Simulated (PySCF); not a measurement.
## Mn⁺ (manganese, charge +1) across methods

[Ar] 3d4 4s1 4p1, one real determinant (an excited configuration). Calculation: PySCF 2.14, in aug-cc-pVTZ (8s7p5d3f2g, 93 functions); no relativity, point nucleus.

| method | E (hartree) | mean ε 3d α (eV) | mean ε 4s α (eV) | mean ε 4p α (eV) | Σ⟨r²⟩ (bohr²) | ⟨S²⟩ |
| --- | --- | --- | --- | --- | --- | --- |
| LDA | -1147.942 | -23.423 | -15.115 | -9.836 | 32.58 | 12.000 |
| r2SCAN | -1150.322 | -23.889 | -15.213 | -10.004 | 32.48 | 12.001 |
| BLYP | -1150.370 | -23.036 | -14.688 | -9.522 | 32.75 | 12.001 |
| PBEsol | -1148.969 | -23.251 | -14.947 | -9.786 | 32.59 | 12.000 |
| UHF | -1149.29818 | -33.254 | -18.601 | -12.942 | 33.15 | 12.002 |
| PBE0 | -1150.134 | -25.938 | -15.946 | -10.706 | 32.67 | 12.001 |
| TPSSh | -1150.356 | -24.348 | -15.305 | -10.181 | 32.63 | 12.001 |
| PBE | -1150.085 | -23.267 | -14.910 | -9.806 | 32.70 | 12.000 |

(1) Estimate the same row for B3LYP.

⟨L²⟩ = 8.00 against 12 for a pure F term, so this real determinant mixes terms.

Results:

(1) E (hartree) = -1150.363; mean ε 3d α (eV) = -25.348; mean ε 4s α (eV) = -15.691; mean ε 4p α (eV) = -10.403; Σ⟨r²⟩ (bohr²) = 32.69; ⟨S²⟩ = 12.001.
